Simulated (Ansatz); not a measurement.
Energy profile

The step: Si₂NH₆F ([NH2][SiH]([F])[SiH3]) → Si₂NH₅ ([NH][SiH][SiH3]) + HF; bonds formed: F2–H4; bonds broken: Si1–F2, N3–H4 (atoms numbered as in the saddle structure below).

```
10
angstrom
Si -0.0422 0.8542 0.0838
F 1.4184 -0.0734 -1.4479
N -0.7888 1.0537 -1.3420
H 0.5464 0.3037 -1.7976
H 0.6251 1.9474 0.8564
Si -0.1850 -1.2042 1.1696
H -0.9162 1.9733 -1.7426
H -1.1768 -1.0803 2.2715
H 1.1401 -1.5399 1.7504
H -0.6211 -2.2345 0.1985
```

Electronic energies by CCSD(T) at an estimated basis limit (MP2 extrapolated from triple and quadruple zeta, plus CCSD(T) − MP2 in triple zeta), on PBE0-D4/def2-TZVP structures; Si₂NH₆F, singlet; no counterpoise correction. Program: Ansatz 0.2.0. Basis: def2-TZVPP and def2-QZVPP. Cores are frozen in the correlated methods. Extrapolation: Hartree–Fock as exp(−7.88 √X), correlation as X^−2.97.

Problem. Give the profile in kJ/mol, counted from the start structure. (An estimate is asked for; the value comes from the calculation.)

Solution. Computed:
```tsv
point	kJ/mol
start structure	0.0
saddle	339.9
end structure	299.1
separated: Si₂NH₅ (linked as [NH][SiH][SiH3]; Si1, N3, H5, Si6, H7, H8, H9, H10; singlet) + HF (F2, H4; singlet)	359.2
```

The T1 diagnostic stays at or below 0.018. The restricted Hartree–Fock reference is unstable towards an unrestricted one at one or more of these structures.

For scale, one of the runs: CCSD(T)/def2-TZVPP, 230 basis functions (an equivalent command: `ansatz run in.yaml --threads 4`). Hardware: 4 CPU threads, shared host. Wall time 35 s; peak host memory 4.2 GiB.
